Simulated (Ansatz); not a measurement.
Relaxed structures of AlH4SeO (charge +1), singlet (PBE0-D4/def2-TZVP; forces vanish, vibrations not checked; lower isomers may exist, and structures with a doubtful reference or unclear bonds are left out; Å). Computed with Ansatz 0.2.0 (basis: def2-TZVPP); correlated methods freeze the cores. Filled d shells of the heavier atoms are correlated. The def2 sets are not built for correlating such inner shells, so the correlated values are less sure here.

Q: Rank them by CCSD(T) energy, lowest first, and give each one's height above the lowest. Links in brackets join atoms within 1.22 times the sum of their covalent radii (1.1 for two metals). (An estimate is asked for; the value comes from the calculation.)
A.
AlH₄SeO ([OH2][AlH][SeH]), total charge +1
```
7
angstrom
O -1.1298 0.1094 0.0869
Al 0.6574 0.6987 -0.0041
Se 2.1604 -0.9792 -0.2173
H -1.4584 -0.8003 0.0505
H -1.8751 0.7223 0.1795
H 0.5498 2.2463 0.0999
H 1.0958 -1.9971 -0.1953
```
B.
AlH₄SeO ([OH][AlH][SeH2]), total charge +1
```
7
angstrom
O -0.9706 0.0715 0.0092
Al 0.4777 0.8651 0.0113
Se 1.9565 -1.0195 -0.7638
H 3.0599 -0.7841 0.1852
H -1.8821 0.3126 0.1728
H 1.1685 2.2330 0.2731
H 1.2872 -1.9888 0.1223
```
C.
AlH₄SeO ([AlH2][OH][SeH]), total charge +1
```
7
angstrom
O 0.3755 0.3072 -0.0609
Al -1.4613 0.0848 -0.0290
Se 1.6664 -0.8988 -0.7145
H -1.7943 -1.3523 -0.5210
H -2.0466 1.4310 0.4961
H 0.7846 1.1462 0.1988
H 1.9054 -1.4709 0.6233
```

A: By the calculation: A (0.00 kcal/mol), B (5.13 kcal/mol), C (52.94 kcal/mol). Heights count from the lowest.

The T1 diagnostic stays at or below 0.011.

For scale, one of the runs: CCSD(T)/def2-TZVPP, 177 basis functions, launched by `ansatz run in.yaml --threads 2 --pin off --events-out ev --progress --plain --max-ram 4352MiB`. Hardware: 2 CPU threads of an Arm Neoverse V1, shared host. Wall time 67 s; peak host memory 1.6 GiB.
